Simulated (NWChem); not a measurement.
A series in which one site is exchanged, each optimised at PBE0/def2-SVP with NWChem, gas phase unless a solvent is named. This build's default masses of Se (78.918 u) and Br (79.917 u) are each other's, which moves their modes by up to 0.6 %. For some, no frequency run checked for a minimum. def2 effective core potentials on I; no spin-orbit coupling.

A: [SiH3]Cl (SiH$_{3}$Cl; site = H)
B: Cl[SiH2]Cl (SiH2Cl2; site = Cl)
C: [SiH2](I)Cl (SiH2ICl; site = I)
D: Cl[SiH2]Br (SiH₂BrCl; site = Br)

Values for A:

- dipole (D), PBE0/def2-SVP = 1.38
- orbital gap (eV), PBE0/def2-SVP = 9.12
- static polarisability, B3LYP/def2-SVPD (bohr³) = 42.9
- lowest singlet excitation, B3LYP/def2-SVPD, TDA (eV) = 7.12

### Question
How do these values change for the other members?

### Answer
```csv
change from A,B,C,D
"dipole (D), PBE0/def2-SVP",-0.04,-0.18,-0.10
"orbital gap (eV), PBE0/def2-SVP",+0.24,-2.05,-0.61
"static polarisability, B3LYP/def2-SVPD (bohr³)",+11.5,+34.0,+19.6
"lowest singlet excitation, B3LYP/def2-SVPD, TDA (eV)",+0.08,-1.83,-0.64
```
